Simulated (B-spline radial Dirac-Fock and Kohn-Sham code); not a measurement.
# Photoionisation of argon ions at W Kα (59318.2 eV)

These are calculated numbers from an atomic code on a B-spline grid; the model is independent-particle photoionisation in a Dirac-Hartree-Slater potential with a Latter tail, all multipoles, thresholds from Dirac-Fock ΔSCF. Cross sections in kb; a dash marks an empty subshell or a threshold above the photon energy.

| ion | configuration | total | 2s | 2p1/2 | 2p3/2 | 3s | 3p1/2 |
| --- | --- | --- | --- | --- | --- | --- | --- |
| Ar | [Ne] 3s2 3p6 | 0.01925 | 0.00139 | 2.52e-05 | 4.43e-05 | 0.000156 | 2.34e-06 |
| Ar⁶⁺ | [Ne] 3s2 | 0.01935 | 0.00141 | 2.58e-05 | 4.54e-05 | 0.000232 | – |
| Ar¹⁰⁺ | [He] 2s2 2p4 | 0.01931 | 0.00156 | 1.99e-05 | 3.51e-05 | – | – |
| Ar¹⁶⁺ | 1s2 | 0.01788 | – | – | – | – | – |
| Ar¹⁷⁺ | 1s1 | 0.009166 | – | – | – | – | – |
